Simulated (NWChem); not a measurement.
All runs are NWChem calculations. System: F3In, charge 0, spin multiplicity 1, at a geometry optimised with PBE0/def2-SVP with def2 effective core potentials on In. The structure started from a generated list of species. Level: CCSD(T)/def2-SVP with def2 effective core potentials on In, 7 core orbitals frozen.

The NWChem input:

```
start mol
memory heap 100 mb stack 700 mb global 1900 mb
geometry units angstroms nocenter noautoz
  In     0.000000     0.000000     0.000047
  F      0.000000     0.000000     1.935126
  F     -1.675728     0.000000    -0.967691
  F      1.675728     0.000000    -0.967691
  symmetry group C2v
end
basis spherical
  * library def2-svp
end
ecp
  In library def2-ecp
end
scf
  rhf
  nopen 0
  maxiter 100
  thresh 1e-7
  semidirect memsize 60000000 filesize 0
end
ccsd
  freeze core 7
  maxiter 60
end
task ccsd(t) energy
```

Part of the output:

```
             Northwest Computational Chemistry Package (NWChem) 7.3.0
             --------------------------------------------------------

                                NWChem Input Module
                                -------------------

 Scaling coordinates for geometry "geometry" by  1.889725989
 (inverse scale =  0.529177249)

 Turning off AUTOSYM since
 SYMMETRY directive was detected!

                             Geometry "geometry" -> ""
                             -------------------------

 Output coordinates in angstroms (scale by  1.889725989 to convert to a.u.)

  No.       Tag          Charge          X              Y              Z
 ---- ---------------- ---------- -------------- -------------- --------------
    1 In                  49.0000     0.00000000     0.00000000     0.00004700
    2 F                    9.0000     0.00000000     0.00000000     1.93512600
    3 F                    9.0000    -1.67572800     0.00000000    -0.96769100
    4 F                    9.0000     1.67572800     0.00000000    -0.96769100

 Effective nuclear repulsion energy (a.u.)     400.1591340937

            Nuclear Dipole moment (a.u.)
            ----------------------------
        X                 Y               Z
 ---------------- ---------------- ----------------
     0.0000000000     0.0000000000    -0.0000018897

      Symmetry information
      --------------------

 Group name             C2v
 Group number             16
 Group order               4
 No. of unique centers     3

      Symmetry unique atoms

     1    2    3


 Summary of "ao basis" -> "" (spherical)
 ------------------------------------------------------------------------------
       Tag                 Description            Shells   Functions and Types
 ---------------- ------------------------------  ------  ---------------------
 *                          def2-svp                  on all atoms

 Summary of "ao basis" -> "ao basis" (spherical)
 ------------------------------------------------------------------------------
       Tag                 Description            Shells   Functions and Types
 ---------------- ------------------------------  ------  ---------------------
 In                         def2-svp                10       26   4s4p2d
 F                          def2-svp                 6       14   3s2p1d

                                 NWChem SCF Module
                                 -----------------

  ao basis        = "ao basis"
  functions       =    68
  atoms           =     4
  closed shells   =    24
  open shells     =     0
  charge          =   0.00
  wavefunction    = RHF
  use symmetry    = T
  symmetry adapt  = T

 Summary of "ao basis" -> "ao basis" (spherical)
 ------------------------------------------------------------------------------
       Tag                 Description            Shells   Functions and Types
 ---------------- ------------------------------  ------  ---------------------
 In                         def2-svp                10       26   4s4p2d
 F                          def2-svp                 6       14   3s2p1d

      Symmetry analysis of basis
      --------------------------

        a1         29
        a2          7
        b1         19
        b2         13

 Forming initial guess at       0.0s

      Superposition of Atomic Density Guess
      -------------------------------------

 Sum of atomic energies:        -515.92783600

      Non-variational initial energy
      ------------------------------

 Total energy =    -486.819362
 1-e energy   =   -1137.905473
 2-e energy   =     457.665929
 HOMO         =      -0.615088
 LUMO         =      -0.161051

      Symmetry analysis of molecular orbitals - initial
      -------------------------------------------------

  Numbering of irreducible representations:

     1 a1          2 a2          3 b1          4 b2

  Orbital symmetries:

     1 a1          2 a1          3 b1          4 a1          5 a1
     6 b1          7 b2          8 a1          9 b1         10 a1
    11 b1         12 a1         13 a1         14 b2         15 a2
    16 a1         17 a1         18 b1         19 b2         20 b1
    21 a2         22 b2         23 a1         24 b1         25 a1
    26 b2         27 b1         28 a1         29 a1         30 b2
    31 b1         32 a1         33 a2         34 b2

 Starting SCF solution at       0.3s

 ----------------------------------------------
         Quadratically convergent ROHF

 Convergence threshold     :          1.000E-07
 Maximum no. of iterations :          100
 Final Fock-matrix accuracy:          1.000E-09
 ----------------------------------------------

              iter       energy          gnorm     gmax       time
             ----- ------------------- --------- --------- --------
                 1     -487.2199689427  1.56D+00  3.82D-01      0.3
                 2     -487.3341963222  2.45D-01  7.99D-02      0.4
                 3     -487.3389257435  1.80D-02  4.95D-03      0.4
                 4     -487.3389480691  1.06D-04  5.46D-05      0.4
                 5     -487.3389480709  1.09D-08  3.98D-09      0.5

       Final RHF  results
       ------------------

         Total SCF energy =   -487.338948070853
      One-electron energy =  -1139.324643084889
      Two-electron energy =    458.565512819477
 Nuclear repulsion energy =    193.420182194558

        Time for solution =      0.1s

       Symmetry analysis of molecular orbitals - final
       -----------------------------------------------

  Numbering of irreducible representations:

     1 a1          2 a2          3 b1          4 b2
[...]
     2   0 2 0    -22.204847      0.000000      0.000000
     2   0 1 1      0.000000      0.000000      0.000000
     2   0 0 2    -34.430002      0.000000    180.546153

                   Four-Index Transformation
                   -------------------------
          Number of basis functions:             68
          Number of shells:                      28
          Number of occupied orbitals:           24
          Number of occ. correlated orbitals:    17
          Block length:                          16
          Superscript MO index range:      8 -   24
          Subscript MO index range:        8 -   68
          MO coefficients read from:  ./mol.movecs
          Number of operator matrices in core:  306
          Half-transformed integrals produced

     Pass:    1     Index range:    8  -   24     Time:      1.53
 ------------------------------------------
 MP2 Energy (coupled cluster initial guess)
 ------------------------------------------
 Reference energy:           -487.338948070853235
 MP2 Corr. energy:             -0.649439179162094
 Total MP2 energy:           -487.988387250015307

 ****************************************************************************
              the segmented parallel ccsd program:    1 nodes
 ****************************************************************************

 level of theory    ccsd(t)
 number of core         7
 number of occupied    17
 number of virtual     44
 number of deleted      0
 total functions       68
 number of shells      28
 basis label          566

   ***** ccsd parameters *****
   iprt   =     0
   convi  =  0.100E-05
   maxit  =    60
   mxvec  =     5
 memory            104844340
  Using  1 OpenMP thread(s) in CCSD
  IO offset    20.000000000000000
  IO error message >End of File
  file_read_ga: failing reading from ./mol.t2
  Failed reading restart vector from ./mol.t2
  Using MP2 initial guess vector

-------------------------------------------------------------------------
 iter     correlation     delta       rms       T2     Non-T2      Main
             energy      energy      error      ampl     ampl      Block
                                                time     time      time
-------------------------------------------------------------------------
   1     -0.6321636944 -6.322D-01  7.224D-02     3.19     0.00     2.90
   2     -0.6504827073 -1.832D-02  1.377D-01     3.08     0.00     2.83
   3     -0.6486091366  1.874D-03  1.547D-02     3.25     0.00     3.00
   4     -0.6509691119 -2.360D-03  4.221D-03     3.34     0.01     2.98
   5     -0.6515917485 -6.226D-04  7.511D-03     4.39     0.01     4.14
   6     -0.6515193360  7.241D-05  7.596D-05     2.86     0.00     2.63
   7     -0.6515133112  6.025D-06  7.259D-04     2.87     0.00     2.63
   8     -0.6515062532  7.058D-06  1.530D-04     2.82     0.00     2.59
   9     -0.6515058075  4.458D-07  1.344D-05     2.91     0.00     2.67
  10     -0.6515064155 -6.080D-07  4.468D-06     2.85     0.00     2.61
  11     -0.6515067367 -3.212D-07  6.059D-06     3.13     0.00     2.90
  12     -0.6515068820 -1.452D-07  7.983D-07     2.86     0.00     2.63
                  *************converged*************
-------------------------------------------------------------------------

 -----------
 CCSD Energy
 -----------
 Reference energy:            -487.338948070853235
 CCSD corr. energy:             -0.651506881951745
 Total CCSD energy:           -487.990454952804953

 --------------------------------
 Spin Component Scaled (SCS) CCSD
 --------------------------------
 Same spin contribution:                 -0.159638207068510
 Same spin scaling factor:                1.130000000000000
 Opposite spin contribution:             -0.491868674883235
 Opposite spin scaling fact.:             1.270000000000000
 SCS-CCSD correlation energy:            -0.805064391089125
 Total SCS-CCSD energy:                -488.144012461942339
 memory            104844340

*********triples calculation*********

nkpass=    1; nvpass=    1; memdrv=         223300; memtrn=         842822; memavail=      104843580
 memory available/node                      104843580
 total number of virtual orbitals        44
 number of virtuals per integral pass    44
 number of integral evaluations           1
 number of occupied per triples pass     17
 number of triples passes                 1

 commencing integral evaluation        1 at          39.21
  symmetry use  T
task         2 out of       406 done   0%  at       0.1 secs
task        21 out of       406 done   5%  at       0.3 secs
task        41 out of       406 done  10%  at       0.5 secs
task        61 out of       406 done  15%  at       0.6 secs
task        93 out of       406 done  22%  at       0.7 secs
task       103 out of       406 done  25%  at       0.7 secs
task       122 out of       406 done  30%  at       0.8 secs
task       143 out of       406 done  35%  at       0.9 secs
task       165 out of       406 done  40%  at       0.9 secs
task       183 out of       406 done  45%  at       1.0 secs
task       203 out of       406 done  50%  at       1.1 secs
task       225 out of       406 done  55%  at       1.2 secs
task       251 out of       406 done  61%  at       1.2 secs
task       265 out of       406 done  65%  at       1.2 secs
task       285 out of       406 done  70%  at       1.2 secs
task       305 out of       406 done  75%  at       1.3 secs
task       325 out of       406 done  80%  at       1.4 secs
task       346 out of       406 done  85%  at       1.5 secs
task       366 out of       406 done  90%  at       1.5 secs
task       387 out of       406 done  95%  at       1.6 secs
task       406 out of       406 done 100%  at       1.7 secs
 commencing triples evaluation - blocking       1
 ccsd(t): done        1 out of       44 progress:    2.3%
 ccsd(t): done        2 out of       44 progress:    4.5%
 ccsd(t): done        3 out of       44 progress:    6.8%
 ccsd(t): done        4 out of       44 progress:    9.1%
 ccsd(t): done        5 out of       44 progress:   11.4%
 ccsd(t): done        6 out of       44 progress:   13.6%
 ccsd(t): done        7 out of       44 progress:   15.9%
 ccsd(t): done        8 out of       44 progress:   18.2%
 ccsd(t): done        9 out of       44 progress:   20.5%
 ccsd(t): done       10 out of       44 progress:   22.7%
 ccsd(t): done       11 out of       44 progress:   25.0%
 ccsd(t): done       12 out of       44 progress:   27.3%
 ccsd(t): done       13 out of       44 progress:   29.5%
 ccsd(t): done       14 out of       44 progress:   31.8%
 ccsd(t): done       15 out of       44 progress:   34.1%
 ccsd(t): done       16 out of       44 progress:   36.4%
 ccsd(t): done       17 out of       44 progress:   38.6%
 ccsd(t): done       18 out of       44 progress:   40.9%
 ccsd(t): done       19 out of       44 progress:   43.2%
 ccsd(t): done       20 out of       44 progress:   45.5%
 ccsd(t): done       21 out of       44 progress:   47.7%
 ccsd(t): done       22 out of       44 progress:   50.0%
 ccsd(t): done       23 out of       44 progress:   52.3%
 ccsd(t): done       24 out of       44 progress:   54.5%
 ccsd(t): done       25 out of       44 progress:   56.8%
 ccsd(t): done       26 out of       44 progress:   59.1%
 ccsd(t): done       27 out of       44 progress:   61.4%
 ccsd(t): done       28 out of       44 progress:   63.6%
 ccsd(t): done       29 out of       44 progress:   65.9%
 ccsd(t): done       30 out of       44 progress:   68.2%
 ccsd(t): done       31 out of       44 progress:   70.5%
 ccsd(t): done       32 out of       44 progress:   72.7%
 ccsd(t): done       33 out of       44 progress:   75.0%
 ccsd(t): done       34 out of       44 progress:   77.3%
 ccsd(t): done       35 out of       44 progress:   79.5%
 ccsd(t): done       36 out of       44 progress:   81.8%
 ccsd(t): done       37 out of       44 progress:   84.1%
 ccsd(t): done       38 out of       44 progress:   86.4%
 ccsd(t): done       39 out of       44 progress:   88.6%
 ccsd(t): done       40 out of       44 progress:   90.9%
 ccsd(t): done       41 out of       44 progress:   93.2%
 ccsd(t): done       42 out of       44 progress:   95.5%
 ccsd(t): done       43 out of       44 progress:   97.7%
 ccsd(t): done       44 out of       44 progress:  100.0%
 Time for integral evaluation pass     1        1.74
 Time for triples evaluation pass      1        8.28

 pseudo-e(mp4)  -0.13892146057063E-01
 pseudo-e(mp5)   0.27646633451493E-02
        e(t)    -0.11127482711913E-01

 --------------
 CCSD(T) Energy
 --------------
 Reference energy:                    -487.338948070853235

 CCSD corr. energy:                     -0.651506881951745
 T(CCSD) corr. energy:                  -0.013892146057063
 Total CCSD+T(CCSD) energy:           -488.004347098862070

 CCSD corr. energy:                     -0.651506881951745
 (T) corr. energy:                      -0.011127482711913
 Total CCSD(T) energy:                -488.001582435516866

 routine      calls  cpu(0)   cpu-min  cpu-ave  cpu-max   i/o
 aoccsd          1     0.02     0.02     0.02     0.02    0.00
 iterdrv         1     0.03     0.03     0.03     0.03    0.00
 pampt          12     0.16     0.16     0.16     0.16    0.00
 t2pm           12     0.30     0.30     0.30     0.30    0.00
 sxy            12     0.33     0.33     0.33     0.33    0.00
 ints      1845048    22.46    22.46    22.46    22.46    0.00
 t2eri        4872     9.64     9.64     9.64     9.64    0.00
 idx2         4872     1.51     1.51     1.51     1.51    0.00
 idx34          12     0.22     0.22     0.22     0.22    0.00
 ht2pm          12     0.36     0.36     0.36     0.36    0.00
 itm            12     2.22     2.22     2.22     2.22    0.00
 pdiis          12     0.04     0.04     0.04     0.04    0.00
 triples         1     0.00     0.00     0.00     0.00    0.00
 rdtrpo          1     0.02     0.02     0.02     0.02    0.00
 trpmos          1     1.74     1.74     1.74     1.74    0.00
 trpdrv          1     1.13     1.13     1.13     1.13    0.00
 dovvv      228888     2.95     2.95     2.95     2.95    0.00
 doooo      228888     1.39     1.39     1.39     1.39    0.00
 tengy      216172     2.63     2.63     2.63     2.63    0.00
 Total                47.16    47.16    47.16    47.16    0.00

 Task  times  cpu:       49.7s     wall:       49.7s

 Total times  cpu:       49.7s     wall:       49.7s
```
